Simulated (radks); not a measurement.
Species: Mn3+. Configuration: [Ar] 3d4.

Method: Dirac Kohn-Sham, BP86, spin-unpolarised, spherical densities, finite nucleus; open shells fill j = l - 1/2 first; Fermi nuclear charge, rms radius 3.7057 fm; computed with a radial shooting solver on a logarithmic mesh with Libxc functionals.

Energy parts (eV):
total: -31473.971
kinetic: 31880.439
electron-nucleus: -74391.217
Hartree: 12436.223
exchange-correlation: -1399.416

Orbitals (lengths in bohr, moments of r in powers of bohr; r(max) is where P^2 peaks):
| orbital | occ. | eigenvalue (eV) | r(max) | <r> | small-component weight |
|---|---|---|---|---|---|
| 1s1/2 | 2 | -6467.282 | 0.03986 | 0.06089 | 8.07e-03 |
| 2s1/2 | 2 | -781.0139 | 0.2325 | 0.2792 | 1.46e-03 |
| 2p1/2 | 2 | -674.1783 | 0.1867 | 0.2451 | 1.45e-03 |
| 2p3/2 | 4 | -663.7437 | 0.1891 | 0.2480 | 1.43e-03 |
| 3s1/2 | 2 | -121.7782 | 0.7338 | 0.8441 | 3.21e-04 |
| 3p1/2 | 2 | -91.1402 | 0.7436 | 0.8837 | 2.85e-04 |
| 3p3/2 | 4 | -89.8319 | 0.7504 | 0.8920 | 2.80e-04 |
| 3d3/2 | 4 | -41.2906 | 0.7389 | 1.040 | 1.93e-04 |
| 3d5/2 | 0 | -41.1490 | 0.7411 | 1.043 | 1.92e-04 |
| 4s1/2 | 0 | -29.7376 | 2.077 | 2.326 | 6.06e-05 |
| 4p1/2 | 0 | -23.0344 | 2.351 | 2.665 | 4.83e-05 |
| 4p3/2 | 0 | -22.8730 | 2.369 | 2.684 | 4.78e-05 |

The highest occupied level is 3d3/2 at -41.291 eV. The density falls to 0.001 e/bohr^3 at r = 2.76 bohr. For comparison, the ionisation energy in NIST's Atomic Spectra Database is 51.2 eV (semi-empirical). In exact Kohn-Sham theory the highest level is minus the ionisation energy, but local and semilocal functionals leave it too shallow, through self-interaction and a potential that decays too fast; potentials with the right tail come closer. Summed over all electrons, <r^2> = 13.27 bohr^2, which gives a Langevin (diamagnetic) susceptibility term of -10.5 x 10^-6 cm^3/mol.

Beside tabulated values, note that spin-unpolarised runs miss the spin-polarisation part of the exchange energy of open shells.
